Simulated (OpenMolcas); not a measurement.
## How basis sets differ on InN2H4 (SMILES [NH2][In][NH2])

InN2H4 has 7 atoms, charge 0, and is taken as a doublet. SMILES: `[NH2][In][NH2]`. Geometry: a GFN2-xTB relaxation, a rough one for these elements and not checked as a minimum. This is one conformer, not always the lowest.

```xyz
7

N    -1.5891    0.5452   -0.4622
In   -0.3604   -0.4380    1.0535
N     1.6668   -0.4538    0.2388
H    -2.5948    0.4805   -0.3288
H    -1.3995    0.0713   -1.3427
H     2.4042   -0.7045    0.8927
H     1.8729    0.4992   -0.0513
```

Each level gives the dipole moment (D). The values are calculated.

```csv
level,kind,program,value (D),CPU time
UHF/STO-3G,Hartree–Fock,OpenMolcas,3.28,2.6 s
UHF/3-21G,Hartree–Fock,OpenMolcas,2.16,3.7 s
UHF/def2-SVP (core potential),Hartree–Fock,OpenMolcas,2.01,7 s
UHF/def2-TZVP (core potential),Hartree–Fock,OpenMolcas,2.18,46 s
```

All-electron rows without a relativistic Hamiltonian named are non-relativistic, while core potentials hold scalar relativity, so basis and relativity change together. The values span 2.01 to 3.28 D. Sets without polarisation functions give poor dipoles. Times are those of the runs behind each value, whatever else they computed, on shared processors of several kinds: orders of magnitude only.
